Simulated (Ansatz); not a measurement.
Two structures of TiSiH$_{8}$O$_{4}$, closed shell, reached by relaxing down either side of one saddle point (PBE0-D4/def2-TZVP). Energies are electronic, without zero-point energy. Computed with Ansatz 0.2.0 (basis: def2-TZVPP and def2-QZVPP); correlated methods freeze the cores. Extrapolation: Hartree–Fock as exp(−7.88 √X), correlation as X^−2.97. First:

Si1  (-0.661, -1.978, -1.630)
H2  (-0.769, -0.503, -1.755)
H3  (-0.334, -1.203, 1.917)
O4  (-0.481, -0.606, 1.182)
Ti5  (0.279, 1.007, 0.860)
O6  (1.709, 0.805, -0.214)
O7  (-0.935, 2.074, 0.076)
O8  (0.832, 1.732, 2.407)
H9  (0.633, -2.355, -1.013)
H10  (-0.723, -2.564, -2.998)
H11  (-1.795, -2.513, -0.837)
H12  (2.616, 1.087, -0.089)
H13  (-0.928, 2.497, -0.784)
H14  (0.556, 2.519, 2.876)
(Å)

Second:

Si1  (-0.378, -2.154, -0.587)
H2  (-0.935, 0.435, -1.019)
H3  (0.267, -1.049, 1.323)
O4  (0.470, -1.071, 0.377)
Ti5  (0.186, 1.164, 0.053)
O6  (1.853, 1.157, -0.636)
O7  (-0.468, 2.789, -0.256)
O8  (-0.110, 0.862, 1.854)
H9  (0.006, -3.519, -0.136)
H10  (0.075, -1.927, -1.973)
H11  (-1.842, -1.994, -0.439)
H12  (2.528, 0.507, -0.432)
H13  (-1.243, 3.247, -0.577)
H14  (-0.408, 1.553, 2.448)
(Å)

Q: Which bonds change from the first to the second?

A: TiH₄O₄ ([OH][Ti]([OH])([OH])[OH]) + SiH₄ → TiSiH₈O₄ ([OH][TiH]([OH])([OH])[OH][SiH3]); bonds formed: Si1–O4, H2–Ti5; bonds broken: Si1–H2; bonds weakened to dative contacts: O4–Ti5.

Q: Give the saddle point's structure and its height above each. (An estimate is asked for; the value comes from the calculation.)

A: The calculation gives: 15.76 kcal/mol above the first and 10.09 kcal/mol above the second (CCSD(T) at an estimated basis limit (MP2 extrapolated from triple and quadruple zeta, plus CCSD(T) − MP2 in triple zeta)).
| atom | x (Å) | y (Å) | z (Å) |
| --- | --- | --- | --- |
| Si1 | -0.5874 | -1.7176 | -0.8915 |
| H2 | -0.4087 | -0.1302 | -1.2061 |
| H3 | 0.0936 | -1.4856 | 1.5143 |
| O4 | -0.1320 | -0.9585 | 0.7411 |
| Ti5 | 0.2936 | 0.9300 | 0.3581 |
| O6 | 1.8338 | 1.1213 | -0.5272 |
| O7 | -0.9581 | 2.1161 | -0.1145 |
| O8 | 0.6345 | 1.3115 | 2.0816 |
| H9 | -0.0596 | -3.0173 | -0.3267 |
| H10 | -0.1873 | -1.9508 | -2.3256 |
| H11 | -2.0711 | -1.7620 | -0.8362 |
| H12 | 2.7096 | 1.3236 | -0.1928 |
| H13 | -1.3411 | 2.3257 | -0.9675 |
| H14 | 0.1800 | 1.8937 | 2.6930 |

The search had been set up for a four-centre ligand exchange (forming Si1–O4, H2–H3, breaking Si1–H2, H3–O4); from that guess it ended on this step instead.

No T1 diagnostic of these runs exceeds 0.023.

Labels in which every atom is bracketed show which atoms are joined, not bond orders.

For scale, one of the runs: CCSD(T)/def2-TZVPP, 342 basis functions, launched by `ansatz run in.yaml --threads 4 --pin off --events-out ev --progress --plain --max-ram 46080MiB --backend cuda --devices 0, --max-vram 37GiB`. The run took 18 s on 4 CPU threads of an AMD EPYC 7R13 and a share of one NVIDIA H100 (shared host), with 0.86 GiB of host memory at its peak.
